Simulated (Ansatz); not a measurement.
The same path of C$_{2}$H$_{8}$BFOSi (14 atoms, charge 0, multiplicity 1) was run twice with different band settings. The coordinate that changes most is the dihedral B2–O3–Si4–C5.

These are results of RKS B3LYP-D4/6-31G* (Ansatz), not measurements.

Relaxed end points:

```xyz
14
Properties=species:S:1:pos:R:3
C 0.618 -2.644 0.139
B 0.482 -1.092 -0.032
O -0.595 -0.430 0.482
Si -1.023 1.175 0.539
C -0.057 2.234 -0.649
F -0.746 1.684 2.044
H -0.224 -3.102 0.668
H 0.729 -3.130 -0.840
H 1.543 -2.878 0.687
H 1.320 -0.456 -0.622
H -2.485 1.233 0.314
H -0.213 1.906 -1.683
H -0.378 3.279 -0.574
H 1.017 2.193 -0.443
```

```xyz
14
Properties=species:S:1:pos:R:3
C 0.434 -2.730 -0.044
B -0.444 -1.432 -0.068
O 0.096 -0.223 0.268
Si -0.616 1.277 0.369
C 0.576 2.542 -0.289
F -0.907 1.573 1.926
H 1.478 -2.547 0.230
H 0.008 -3.454 0.665
H 0.406 -3.231 -1.022
H -1.607 -1.470 -0.383
H -1.921 1.253 -0.336
H 0.781 2.362 -1.351
H 0.174 3.556 -0.188
H 1.527 2.495 0.251
```

Common settings: movable images 9; climbing image yes; spring 5.0 eV/Å²; start path IDPP; force threshold 0.05 eV/Å; end points relaxed.

| run | optimiser | iteration limit |
| --- | --- | --- |
| 1 | quadratic models (default) | 51 |
| 2 | lbfgs | 60 |

Q: What does each run give, and how far can it be trusted?

A: Run 1: converged after 8 iterations, highest image 0.028 eV above the first end. A vibrational analysis at the climbing image gives one clearly imaginary mode, 52i cm⁻¹: a first-order saddle point.
Run 2: converged after 20 iterations, highest image 0.028 eV above the first end. Another band between the same ends (9 images) ends at a top of the same energy, where a vibrational analysis finds 1 clearly imaginary mode.
